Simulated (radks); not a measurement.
Q: The table gives one normalised radial function P(r) = r R(r) (large component) of Yb in [Xe] 4f13 5d1 6s2 (r in bohr). All-electron calculation, Dirac Kohn-Sham, PBE, spin-unpolarised, spherical densities, finite nucleus; open shells are shared between the two j in proportion to 2j + 1; Fermi nuclear charge, rms radius 5.3108 fm. Program: a radial shooting solver on a logarithmic mesh with Libxc functionals.

r	P
0.001558	0.0019
0.002112	0.0033
0.002885	0.0058
0.00391	0.0101
0.005342	0.0175
0.007298	0.0299
0.00989	0.0490
0.01351	0.0784
0.01846	0.1193
0.02502	0.1670
0.03418	0.2114
0.04669	0.2225
0.06328	0.1627
0.08645	0.0039
0.1172	-0.2035
0.1601	-0.3208
0.2187	-0.1656
0.2963	0.2150
0.4049	0.4791
0.5531	0.2466
0.7496	-0.3516
1.024	-0.8607
1.399	-0.9242
1.896	-0.6363
2.59	-0.2894
3.511	-0.0883
4.796	-0.0152
6.552	-0.0013
8.88	0.0000
12.13	0.0000

Which n and l does it have? It may be an empty orbital.

A: n = 5, l = 1: the number of nodes gives n - l - 1 = 3, the rise at small r points to l (this Dirac orbital starts outside the nucleus as r^gamma with gamma = sqrt((l + 1)^2 - (Z/c)^2) = 1.93; the j = 3/2 orbital of l + 1 starts with the same power, but with a smaller coefficient, and then steepens), and the extent must fit the shell. The curve is that of 5p3/2; the two j differ most near the nucleus, where j = l - 1/2 has the larger amplitude, and in heavy atoms j = l - 1/2 is also the more compact. 5p3/2: eigenvalue -29.178 eV, 3 radial nodes at r = 0.0870, 0.252, 0.633 bohr, <r> = 1.45 bohr, 90 % of the charge inside 2.14 bohr.
